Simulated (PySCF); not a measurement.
(Z)-1-bromo-2-chloroethene (C2H2BrCl), SMILES Cl/C=C\Br.

The structure is a stationary point at B3LYP-D3(BJ)/def2-SVP.

All values below come from PySCF with PBE/def2-TZVPD.

Symmetry labels are those of the subgroup Cs that the program uses (full group Cs).

Computed valence orbital energies around the gap with their symmetry:
```csv
orbital,symmetry,energy (eV)
HOMO−7,A',-12.57
HOMO−6,A',-11.41
HOMO−5,A',-9.79
HOMO−4,A",-9.56
HOMO−3,A",-8.05
HOMO−2,A',-7.84
HOMO−1,A',-7.17
HOMO,A",-6.24
LUMO,A",-1.66
LUMO+1,A',-1.43
LUMO+2,A',-0.32
LUMO+3,A',-0.25
```
